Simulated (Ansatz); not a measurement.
SnBi2⁻. Charge -1, multiplicity 2. Geometry PBE0-D4/def2-SVP, that of the neutral singlet; atoms count from 1.

```xyz
3

Bi    0.848   -0.356   -1.365
Bi   -1.500    0.663   -0.148
Sn    0.652   -0.307    1.514
```

In the def2 sets Bi, Sn take a core potential; there is no spin–orbit coupling. The structure comes from a short search, and lower isomers may exist.

Estimate the Mulliken populations from the PBE0/def2-TZVPD orbitals of Ansatz.


```csv
atom,charge (e),spin (α − β)
Bi1,-0.34,0.67
Bi2,-0.34,0.67
Sn3,-0.33,-0.33
```
Mulliken values and Mayer orders depend strongly on the basis. With diffuse functions, as here, like atoms can get unlike values, and bond orders can come out too low or too high.

Where does the spin sit?

Summed by element: Bi 1.33, Sn -0.33, of 1 unpaired in all. Largest on single atoms: Bi1 0.67, Bi2 0.67, Sn3 -0.33.

And the Mayer bond orders between bonded heavy atoms (over 0.3)?

Bi1–Bi2 1.22 (2.83 Å); Bi1–Sn3 1.35 (2.89 Å); Bi2–Sn3 1.35 (2.89 Å).
